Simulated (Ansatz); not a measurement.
Mulliken charges of C₂H₃F₂NSn (`[CH3][Sn]([F])([F])[C]#N`) from PBE/def2-TZVPP in Ansatz (PBE0-D4/def2-TZVP geometry).

| atom | x (Å) | y (Å) | z (Å) | charge (e) |
| --- | --- | --- | --- | --- |
| C1 | -0.603 | -1.062 | 0.896 | -0.546 |
| Sn2 | 0.439 | 0.059 | -0.545 | 1.282 |
| F3 | 2.313 | -0.240 | -0.442 | -0.421 |
| F4 | -0.018 | -0.476 | -2.311 | -0.421 |
| C5 | 0.225 | 2.145 | -0.542 | -0.427 |
| N6 | 0.056 | 3.282 | -0.477 | 0.066 |
| H7 | -1.670 | -0.879 | 0.785 | 0.156 |
| H8 | -0.270 | -0.760 | 1.888 | 0.156 |
| H9 | -0.383 | -2.115 | 0.731 | 0.155 |

By hand: the dipole of these point charges (1 e Å = 4.8032 D).

Σ q r = (-0.529, -0.326, 0.701) e Å, of length 0.937 e Å = 4.50 D.

How does the dipole of the full density compare? (An estimate is asked.)

Computed: (-0.433, -0.671, 0.625) e Å, 4.87 D; the point charges give 0.92 times that, at 21° from its direction.

Point charges leave out the atoms' own dipoles, such as those of lone pairs, and Mulliken's split depends on the basis, so the two needn't agree.
